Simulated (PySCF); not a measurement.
# Multinuclear NMR of perfluoroethane

Geometry (Å), atoms numbered from 1 in this order:
```xyz
8

F     1.3994   -0.2923   -1.0318
C     0.7682   -0.0692    0.1148
F     1.2603    1.0389    0.6560
F     1.0167   -1.0833    0.9352
C    -0.7658    0.0727   -0.1223
F    -1.0204    1.0847   -0.9430
F    -1.2564   -1.0378   -0.6602
F    -1.3928    0.2957    1.0267
```

Theoretical values (PySCF 2.14): J couplings at B3LYP/pcJ-1, GIAO PBE0/pcSseg-1 shieldings, GFN2-xTB geometry. One averaged value for each set of equivalent atoms, one computed conformer, no solvent model, non-relativistic Hamiltonian.

Q: What are the ¹⁹F shifts?

A: 
```json
{"atoms": "F1/F3/F4/F6/F7/F8", "environment": "fluorine of a CF3 group", "σ (ppm)": "271.2", "δ (ppm)": "-84.0"}
```

Shieldings were converted by a linear fit to measured shifts: ¹⁹F (scatter 6.0 ppm rms, 7.0 ppm with the 5 outliers that the fit left out vs CFCl3, solution or neat liquid, with a term for F on sp3 carbon). A few per cent of atoms miss by over 2 rms, more outside the fitted compound classes. Couplings are scaled by factors fitted to measured values: ¹J(C,F) × 0.77 (rms 8.7 Hz), ²J(C,F) × 1.14 (rms 1.9 Hz, 10.1 with 1 outliers); all others are unscaled and can be 10–30 % off.

Couplings (the largest are listed; each averaged over equivalent pairs): ¹J(F1,C2) = -278.5 Hz, ²J(F1,F3) = 63.9 Hz, ²J(F1,C5) = 54.9 Hz, ³J(F1,F6) = 2.8 Hz.

On a 300 MHz spectrometer ¹⁹F resonates near 282.3 MHz, so 1 ppm is 282.3 Hz.
